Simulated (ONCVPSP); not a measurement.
## chlorine (Cl): one change to an ONCV potential, before and after

- Element: Cl (Z = 17)
- Generator: ONCVPSP 4.0.1
- Type: optimised norm-conserving Vanderbilt (ONCV)
- Functional: BLYP
- Relativity: scalar-relativistic
- Frozen core: [He]
- Valence charge: 15
- Reference configuration: 2s2 2p6 3s2 3p5
- Partial waves: 2s+3s: rc 0.90 bohr, ncon 4, nbas 7, qcut 15.7 1/bohr, 2 projectors; 2p+3p: rc 0.60 bohr, ncon 4, nbas 8, qcut 29.1 1/bohr, 2 projectors; d scattering state at 0.04 Ha: rc 0.85 bohr, ncon 4, nbas 7, qcut 12.7 1/bohr, 2 projectors, debl 2 Ha
- Local potential: polynomial inside 0.45 bohr (lpopt 5, dvloc0 4 Ha)
- Core correction: Teter function, fcfact 3, rcfact 1.75

Change: all radii but the core radius scaled by about 0.80 (s 0.72, p 0.48, d 0.68 bohr); local potential polynomial inside 0.36 bohr (lpopt 5, dvloc0 4 Ha).

Cutoffs: the cutoffs (Ha) at which the residual kinetic energy of the hardest occupied pseudo-wave falls to 1 and 0.1 mHa per electron; they do not see the model core or the augmentation charge, which bear on the density cutoff. Errors are all-electron minus pseudo energies relative to the spin-unpolarised reference configuration.

Task: How do hardness, ghosts and transferability respond?

Result: The potential gets harder (273 Ha and 315 Ha → 326 Ha and 370 Ha); of the 4 tests that both files solve, the error grows in 0 and shrinks in 4 by more than 15 % and 0.3 meV (median size 6.9 → 4.7 meV); neither file shows a bound ghost. A smaller radius makes the pseudo-wave follow the all-electron one further in, where it bends more sharply, so more plane waves are needed. Less of the atom is replaced, so other configurations are described better.

| quantity | base | changed |
| --- | --- | --- |
| cutoff, loose | 273 Ha | 326 Ha |
| cutoff, tight | 315 Ha | 370 Ha |
| loose cutoff by channel | s 56 Ha, p 273 Ha | s 79 Ha, p 326 Ha |
| bound ghosts | none | none |
| GHOST(+) flags under 300 eV | none | none |
| error for 2s2 2p6 3s2 3p4, meV [ΔE 13.73 eV] | +1.4 | +1.0 |
| error for 2s2 2p6 3s2 3p3, meV [ΔE 39.03 eV] | +4.1 | +2.8 |
| error for 2s2 2p6 3s2 3p2, meV [ΔE 77.20 eV] | +9.7 | +6.6 |
| error for 2s1 2p6 3s2 3p5, meV [ΔE 269.29 eV] | -607 | -370 |
| rms error of d²Exc/dni dnj with the model core, mHa | 2.67 | 2.49 |
